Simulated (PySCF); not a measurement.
## Stationary points of Tl₂Se

Computed with PBE0 in PySCF with Se def2-TZVP, Tl def2-TZVP with ECP60; scalar-relativistic core potentials, no spin–orbit coupling; density-fitted integrals.

Relaxations began from a few typed shapes. The search is not exhaustive: other isomers or separated fragments can lie lower, and high-lying points may rest on an excited occupation.

(1) Order these stationary points by electronic energy, lowest first, in kJ/mol from the lowest minimum.
A. singlet C2v: Se–Tl 2.645 Å (×2); Tl–Se–Tl 117.4°
B. singlet D∞h: Se–Tl 2.630 Å (×2); Tl–Se–Tl 180.0°

(2) Which of them are minima?

Answers

(1) A (0.0), B (7.4).

(2) By energy in kJ/mol, 0.0: not settled, its softest mode being under 30 cm⁻¹; 7.4: not settled, its softest mode being under 30 cm⁻¹.

For the lowest minimum: with an element this heavy the missing spin–orbit coupling can shift these numbers.
